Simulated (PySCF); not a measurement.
Compound: C₅H₁₀N₂S.
Z-matrix (Å and degrees, GFN2-xTB geometry), rows numbered from 1:
```
C 
N   1  1.4253
C   2  1.2637  1  120.07
C   3  1.4596  2  126.07  1   177.32
S   4  1.6661  3  113.86  2  -166.11
N   4  1.3363  3  123.96  2    13.37
C   6  1.4421  4  120.77  3   179.95
C   6  1.4413  4  125.17  3    -2.65
H   1  1.0974  2  113.58  3     0.07
H   1  1.0912  2  108.06  3   122.08
H   1  1.0914  2  107.99  3  -121.79
H   3  1.0971  2  121.87  1     0.64
H   7  1.0885  6  109.74  4   -17.27
H   7  1.0929  6  110.41  4   102.46
H   7  1.0905  6  109.43  4  -137.69
H   8  1.0929  6  109.40  4  -120.18
H   8  1.0930  6  109.52  4   121.10
H   8  1.0861  6  109.94  4     0.02
```

Level of theory: PySCF, TDDFT CAM-B3LYP/def2-SVPD, vertical, gas phase, core orbitals frozen in the response.

Broadening: Gaussians 0.3 eV wide at half height, area fixed by f = 4.319×10⁻⁹ ∫ε dν̃. The width is an assumption, not a result. The curve ends short of the highest state used, and states not computed would add to its high-energy end.

(E (eV), ε (L mol⁻¹ cm⁻¹)): (2.32, 0), (2.42, 3), (2.52, 16), (2.61, 49), (2.71, 95), (2.81, 100), (2.91, 56), (3.01, 17), (3.11, 3), (3.21, 0), (3.31, 0), (3.41, 0), (3.51, 0), (3.60, 1), (3.70, 28), (3.80, 304), (3.90, 1841), (4.00, 6486), (4.10, 13590), (4.20, 17059), (4.30, 12675), (4.40, 5442), (4.50, 1318), (4.59, 222), (4.69, 17), (4.79, 1), (4.89, 0), (4.99, 0), (5.09, 0), (5.19, 0), (5.29, 0), (5.39, 0), (5.49, 1), (5.58, 14), (5.68, 179), (5.78, 1432)

(1) Where are the band maxima, and which computed states make them?

(2) Does any computed singlet lie in the visible range?

(3) On this curve, what absorbance would a 10⁻⁴ mol/L sample give at 266 nm over a 1 cm path?

(4) Coming from long wavelengths, where does ε first pass 100 L mol⁻¹ cm⁻¹?

Answers

(1) 448 nm (2.77 eV), ε about 110, made up of S1 (100%); 296 nm (4.19 eV), ε about 17000, made up of S2 (33%) and S3 (67%) (ε in L mol⁻¹ cm⁻¹; maxima over ε = 5, shares over 10%). At its high-energy end, 5.78 eV, the curve is still rising (ε about 1400, from S4, S5 and S6). The states used: S1 2.77 eV (f 0.0012); S2 4.12 eV (f 0.074); S3 4.23 eV (f 0.132); S4 6.00 eV (f 0.022); S5 6.10 eV (f 0.213); S6 6.17 eV (f 0.207); S7 6.25 eV (f 0.055); S8 6.38 eV (f 0.0089).

(2) S1 lies in the visible range (380 to 750 nm), at 448 nm, f = 0.0012; light of that wavelength is blue, and its complementary colour is yellow; a Tamm–Dancoff triplet lies at 505 nm, without intensity as long as spin–orbit coupling is left out.

(3) 266 nm is 4.661 eV, where ε is about 39 L mol⁻¹ cm⁻¹, so A = ε c l ≈ 0.0039 (Beer–Lambert, with the gas-phase spectrum and the assumed width).

(4) At about 454 nm (2.73 eV), 0.04 eV below S1.

The run took 52 s of wall time on one thread, Arm Neoverse V2 (aarch64), no GPU, shared host with 96 logical CPUs at a one-minute load of 26, and the process peaked at 1.1 GiB of memory.

One conformer stands for the species.
